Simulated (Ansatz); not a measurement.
The inner images of a band of BF2HO + ClH (7 atoms, charge 0, multiplicity 1) are given out of order.

Theory: RKS B3LYP-D4/6-31G* in Ansatz.

First end point:

```xyz
7
Properties=species:S:1:pos:R:3
B -0.488 0.938 -0.584
O 0.232 -0.200 -0.381
F -0.604 1.472 -1.794
F -1.079 1.512 0.445
H 0.525 -1.204 1.242
Cl 0.788 -1.966 2.263
H 0.627 -0.551 -1.192
```

Last end point:

```xyz
7
Properties=species:S:1:pos:R:3
B -0.614 0.368 0.182
O 1.032 -0.063 -0.295
F -1.235 0.245 -1.012
F -0.475 1.599 0.680
H 1.319 -0.820 0.249
Cl -0.995 -0.950 1.410
H 0.969 -0.379 -1.215
```

Put them in order from the first end to the last, with their energies above the first end.
A.
```xyz
7
Properties=species:S:1:pos:R:3
B -0.411 0.541 -0.076
O 0.964 0.003 -0.317
F -1.278 0.302 -1.049
F -0.465 1.632 0.657
H 0.726 -0.816 0.526
Cl -0.539 -1.215 1.440
H 1.004 -0.447 -1.182
```
B.
```xyz
7
Properties=species:S:1:pos:R:3
B -0.400 0.867 -0.506
O 0.692 0.054 -0.429
F -1.167 0.892 -1.588
F -0.694 1.634 0.524
H 0.593 -1.070 1.167
Cl 0.156 -1.904 2.063
H 0.820 -0.473 -1.232
```
C.
```xyz
7
Properties=species:S:1:pos:R:3
B -0.452 0.917 -0.555
O 0.483 -0.058 -0.380
F -0.936 1.198 -1.759
F -0.878 1.587 0.496
H 0.563 -1.141 1.214
Cl 0.493 -1.999 2.189
H 0.727 -0.504 -1.205
```
D.
```xyz
7
Properties=species:S:1:pos:R:3
B -0.309 0.712 -0.307
O 0.948 0.175 -0.471
F -1.310 0.341 -1.091
F -0.483 1.641 0.608
H 0.577 -0.992 0.874
Cl -0.408 -1.449 1.614
H 0.985 -0.429 -1.228
```
E.
```xyz
7
Properties=species:S:1:pos:R:3
B -0.346 0.803 -0.436
O 0.853 0.154 -0.497
F -1.296 0.584 -1.336
F -0.555 1.659 0.543
H 0.608 -1.038 1.111
Cl -0.175 -1.730 1.881
H 0.912 -0.433 -1.266
```

C (0.00 eV), B (+0.02 eV), E (+0.06 eV), D (+0.22 eV), A (+1.11 eV).

Time of the run: 2.1 min on 2 threads of AMD EPYC 7R13 Processor (Zen 3), with other jobs on the host, peak memory 0.19 GiB.
